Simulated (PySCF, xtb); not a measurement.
As₂, SMILES [As]#[As] (connectivity only; charge and spin as stated), charge +1, multiplicity 2.

Harmonic wavenumbers (cm⁻¹) from GFN2-xTB (xtb) at its own minimum, in rising order: 400.

What does PBE0-D3(BJ)/def2-TZVP in PySCF give at its own minimum? (An estimate is asked for; the answer gives what the named calculation found.)

406. Paired by order, the mean absolute difference is 6 cm⁻¹ and the zero-point energies are 0.6 and 0.6 kcal/mol.
